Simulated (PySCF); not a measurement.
Electron correlation in Te (tellurium, neutral)

[Kr] 4d10 5s2 5p3 6s1, high-spin 5S determinant (an excited configuration). All numbers are calculated (PySCF 2.14, scalar relativity through the core potential, in aug-cc-pwCVTZ-PP with ECP28MDF (8s7p6d4f1g, 96 functions)). Frozen: 4s2 4p6 4d10; 6 electrons correlated.

MP2 pair energies summed by pair of shells (mhartree):

```csv
pair,energy,share (%)
5s-5p,-43.66,55.8
5p-5p,-14.06,18.0
5s-5s,-8.36,10.7
5p-6s,-7.78,9.9
5s-6s,-4.40,5.6
```

Total MP2 correlation energy: -78.27 mhartree.

Same-spin part -25.24 and opposite-spin part -53.03 mhartree; SCS-MP2 scales them by 1/3 and 6/5 to -72.05 mhartree.
